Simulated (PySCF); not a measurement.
Excitations are Tamm–Dancoff values on a coarser integration grid. The basis has no diffuse functions, so Rydberg states are missing or too high.

Cartesian coordinates (Å):
SMILES: OC1=CC1
```xyz
8

O      1.8157     0.2403     0.2729
C      0.4993     0.2746     0.0726
C     -0.5673     0.9660    -0.0969
C     -0.7097    -0.5551    -0.1025
H      2.0991    -0.6782     0.3259
H     -1.1050     1.8888    -0.1887
H     -1.1562    -1.0537     0.7578
H     -0.8820    -1.0732    -1.0459
```
Charge 0, multiplicity 1.

Problem. What is the computed S1–T1 gap (TDA), brightest of the four lowest singlets (TDA) and total energy (PySCF with M06-2X/def2-TZVP)?

Solution. 
- S1–T1 gap (TDA) = 1.42 eV
- brightest of the four lowest singlets (TDA) = 7.14 eV
- total energy = -191.8418 Ha
